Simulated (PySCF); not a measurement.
## State search for KCa⁺

Unrestricted PBE0; K 3-21G, Ca 3-21G; no relativity (PySCF 2.14). Outer shells of the fragments: K+ closed shells only; Ca 4s2.

Followed along the bond (rough minima from three points):

```csv
2Ms+1,unpaired,⟨S²⟩ at the start,R at minimum (Å),Te (eV)
1,none,0.00,4.22,0.00
3,σ ↑↑,2.00,none in the scan,≤ 1.36
```

Solutions found at the starting distance of 3.635 Å, counted from the lowest of them; the search is not exhaustive and high or unbound solutions are not listed, so other states can lie among these:

```json
{"2Ms+1": "1", "unpaired": "none", "term": "¹Σ⁺", "E (eV)": "0.00", "⟨S²⟩": "0.00", "⟨Lz²⟩": "0.00", "μ (D)": "-2.28"}
{"2Ms+1": "3", "unpaired": "σ ↑↑", "term": "³Σ⁺", "E (eV)": "1.73", "⟨S²⟩": "2.00", "⟨Lz²⟩": "0.00", "μ (D)": "-3.24"}
{"2Ms+1": "3", "unpaired": "σ ↑, π ↑", "term": "³Π", "E (eV)": "2.15", "⟨S²⟩": "2.00", "⟨Lz²⟩": "1.00", "μ (D)": "-3.34"}
{"2Ms+1": "1", "unpaired": "σ ↑, π ↓", "term": "mixed", "E (eV)": "2.61", "⟨S²⟩": "1.00", "⟨Lz²⟩": "1.00", "μ (D)": "-2.89"}
```

A term symbol is given only where ⟨S²⟩ and ⟨Lz²⟩ are close to those of a pure state; real π, δ and φ orbitals otherwise mix terms. A positive dipole points towards Ca; it is taken about the centre of mass and depends on that origin.

Counting both spins, an empty level lies below a filled one in some of these solutions, because spin and occupation are held. 3-21G is very small, so such numbers show the basis as much as the molecule.
